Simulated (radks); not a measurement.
Results of a calculation; reference values are marked as such.
All-electron atom: Sc3+ in [Ar]. Code: a radial shooting solver on a logarithmic mesh with Libxc functionals. Model: scalar-relativistic Kohn-Sham, XLYP, spin-polarised, spherical densities, finite nucleus; Fermi nuclear charge, rms radius 3.5459 fm.

Normalised radial functions P(r) = r R(r), r in bohr:

| r | 2p | 3p | 3d |
|---|---|---|---|
| 0.00303 | 0.0028 | 0.0010 | 0.0000 |
| 0.004378 | 0.0057 | 0.0021 | 0.0000 |
| 0.006326 | 0.0115 | 0.0041 | 0.0000 |
| 0.009067 | 0.0226 | 0.0082 | 0.0000 |
| 0.0131 | 0.0447 | 0.0162 | 0.0001 |
| 0.01878 | 0.0859 | 0.0310 | 0.0003 |
| 0.02713 | 0.1635 | 0.0589 | 0.0009 |
| 0.03889 | 0.2965 | 0.1066 | 0.0026 |
| 0.05618 | 0.5184 | 0.1855 | 0.0069 |
| 0.08118 | 0.8449 | 0.2988 | 0.0177 |
| 0.1164 | 1.2401 | 0.4268 | 0.0422 |
| 0.1681 | 1.6099 | 0.5172 | 0.0956 |
| 0.241 | 1.7463 | 0.4618 | 0.1940 |
| 0.3482 | 1.4929 | 0.1541 | 0.3559 |
| 0.499 | 0.9343 | -0.3666 | 0.5617 |
| 0.721 | 0.3745 | -0.8710 | 0.7587 |
| 1.042 | 0.0824 | -1.0022 | 0.8349 |
| 1.493 | 0.0084 | -0.7064 | 0.7218 |
| 2.157 | 0.0003 | -0.2945 | 0.4665 |
| 3.092 | 0.0000 | -0.0666 | 0.2068 |
| 4.468 | 0.0000 | -0.0055 | 0.0456 |

2p: eigenvalue -421.73 eV, 0 radial nodes, <r> = 0.308 bohr, 90 % of the charge inside 0.507 bohr. 3p: eigenvalue -64.488 eV, 1 radial node at r = 0.392 bohr, <r> = 1.13 bohr, 90 % of the charge inside 1.73 bohr. 3d (empty): eigenvalue -32.354 eV, 0 radial nodes, <r> = 1.38 bohr, 90 % of the charge inside 2.28 bohr.
